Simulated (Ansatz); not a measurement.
`[AlH2][SiH]([SiH3])O[SiH3]` + H₂ → `[SiH3]O[SiH2][SiH3]` + `[AlH3]` at 298.15 K and 1 bar (hydrogenolysis of the Si–Al bond).

Program: Ansatz. Geometries: PBE0-D4/def2-TZVP. ΔE: electronic, gas phase. CBS: MP2 limit from def2 TZ/QZ plus the TZ coupled-cluster correction, frozen cores. This one scheme is used for every species. Each species was taken in one conformer, which may not be the lowest.

```
                     species  CCSD(T)/CBS energy (Eh)  H − E (kJ/mol)  S (J/(mol·K))
`[AlH2][SiH]([SiH3])O[SiH3]`              -1189.88644           234.4          459.5
                          H₂                 -1.17544            35.1          130.4
       `[SiH3]O[SiH2][SiH3]`               -947.28799           213.1          394.6
                    `[AlH3]`               -243.78045            58.9          207.5
```

H − E and S are ideal-gas, rigid-rotor, harmonic terms from PBE0-D4/def2-TZVP, for one conformer and one mirror image of each species. For small species the MP2-based limit differs from directly extrapolated CCSD(T) by up to some mEh (0.8 for H₂); such offsets cancel only in part. 1 Eh = 2625.50 kJ/mol, R = 8.31446 J/(mol·K).

**Question.** By hand: ΔE, ΔH, ΔS and ΔG.

**Answer.** ΔE = (-947.28799) + (-243.78045) − (-1189.88644) − (-1.17544) = -0.00656 Eh = -17.2 kJ/mol. Δ(H − E) = 213.1 + 58.9 − 234.4 − 35.1 = 2.5, so ΔH = -14.7 kJ/mol. ΔS = 394.6 + 207.5 − 459.5 − 130.4 = 12.2 J/(mol·K). ΔG = -14.7 − 298.15 × (12.2)/1000 = -18.3 kJ/mol.

**Question.** By hand: the equilibrium constant, and the temperature at which ΔG would vanish if ΔH and ΔS stayed fixed.

**Answer.** log₁₀ K = −ΔG/(RT ln 10) = 3.2. ΔH and −TΔS have one sign here, so there is no such temperature.

The number of gas molecules stays the same, so ΔS is small and ΔH decides. A doubt of 5 kJ/mol in ΔE shifts log₁₀ K by 0.9 here. Other conformers and mirror images would add mixing entropy, several J/(mol·K) or more a flexible species. Modes under 60 cm⁻¹, often nearly free rotors, make the harmonic entropy too high. These are equilibria of isolated gas molecules and say nothing of rates. Largest T1 diagnostic: 0.013 (customary marks: 0.02 for closed shells, 0.045 for open ones).

ΔS is within the doubt of such terms, so its sign, and with it that verdict, could turn.
